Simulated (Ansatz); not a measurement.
Ansatz (a quantum-chemistry and plane-wave program) input (PBE0/STO-3G):

Ansatz 0.2 input:
```yaml
crystal:
  periodic: [false, false, false]
  atoms:
    - {symbol: O, position_ang: [-1.11126493, -0.41762209, -1.24335613]}
    - {symbol: Si, position_ang: [-0.11200212, -0.04641110, -0.13793606]}
    - {symbol: O, position_ang: [1.51897425, -0.18560192, -0.51048836]}
    - {symbol: F, position_ang: [-0.21784153, -0.87368421, 1.27585011]}
    - {symbol: F, position_ang: [-0.20103149, 1.47492543, 0.47196805]}
    - {symbol: H, position_ang: [2.07621224, 0.06437650, 0.23149727]}
basis:
  gaussian:
    orbitals: STO-3G
hamiltonian:
  xc: {name: PBE0}
total_charge: -1
```

Output:

```
Functional definition: PBE0
integrals: 0.01 GiB planned
398 factors; integrals over basis functions are off by at most 3.0e-5 eV
0.08 GiB of the device are held for the grids
0.08 GiB of device memory are held for the factors and their scratch space
mean field: 0.09 GiB planned
mean field evaluation 1: about -17174.2159 eV, gradient 3.6e1 eV
mean field evaluation 2: about -17149.8925 eV, gradient 1.1e2 eV
mean field evaluation 4: about -17179.5244 eV, gradient 3.4e0 eV
mean field evaluation 8: about -17179.5878 eV, gradient 8.0e-2 eV
mean field -17179.58778973 eV, -631.3382065297 hartree, gradient 6.1e-6 eV, S^2 0.000000; 0 other end points of the search recorded, 0 dependent functions left out
reference -17179.58779983 eV, -631.3382069011 hartree; 25, 25 occupied and 5, 5 virtual orbitals, 398 factors
Total energy: -17179.58779983 eV, -631.3382069011 hartree
```

It need not be the lowest isomer of its formula. Whether it binds its extra electron was not tested at this geometry.
